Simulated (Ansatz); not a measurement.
`[NH2][In]([Cl])[Br]` + HCl → `[NH2][In]([Cl])[Cl]` + HBr at 500 K and 1 bar (ligand exchange at the In–Br bond).

Computed with Ansatz on PBE0-D4/def2-TZVP structures; ΔE is electronic, products minus reactants. CCSD(T)/CBS is the MP2 limit (def2-TZVPP, def2-QZVPP) plus CCSD(T) − MP2 in def2-TZVPP, frozen cores. This one scheme is used for every species. Elements past krypton have def2 core potentials. For Br, In outer-core shells are correlated without core-valence functions, which leaves a few kJ/mol of doubt a bond. Scalar relativity is left out up to krypton. Each species was taken in one conformer, which may not be the lowest.

| species | CCSD(T)/CBS energy (Eh) | H − E (kJ/mol) | S (J/(mol·K)) |
| --- | --- | --- | --- |
| `[NH2][In]([Cl])[Br]` | -3278.93729 | 111.0 | 418.8 |
| HCl | -460.38127 | 32.5 | 201.9 |
| `[NH2][In]([Cl])[Cl]` | -1165.39137 | 111.2 | 407.1 |
| HBr | -2573.91920 | 30.5 | 213.7 |

H − E and S are ideal-gas, rigid-rotor, harmonic terms from PBE0-D4/def2-TZVP, for one conformer and one mirror image of each species. 1 Eh = 2625.50 kJ/mol, R = 8.31446 J/(mol·K).

Task: By hand: ΔE, ΔH, ΔS and ΔG.

Result: ΔE = (-1165.39137) + (-2573.91920) − (-3278.93729) − (-460.38127) = 0.00799 Eh = 21.0 kJ/mol. Δ(H − E) = 111.2 + 30.5 − 111.0 − 32.5 = -1.8, so ΔH = 19.2 kJ/mol. ΔS = 407.1 + 213.7 − 418.8 − 201.9 = 0.1 J/(mol·K). ΔG = 19.2 − 500 × (0.1)/1000 = 19.1 kJ/mol.

Task: By hand: the equilibrium constant, and the temperature at which ΔG would vanish if ΔH and ΔS stayed fixed.

Result: log₁₀ K = −ΔG/(RT ln 10) = -2.0. ΔG = 0 at ΔH/ΔS = 192000 K, far beyond where these terms or the molecules hold.

The number of gas molecules stays the same, so ΔS is small and ΔH decides. A doubt of 5 kJ/mol in ΔE shifts log₁₀ K by 0.5 here. Other conformers and mirror images would add mixing entropy, several J/(mol·K) or more a flexible species. These are equilibria of isolated gas molecules and say nothing of rates. Largest T1 diagnostic: 0.013 (customary marks: 0.02 for closed shells, 0.045 for open ones).
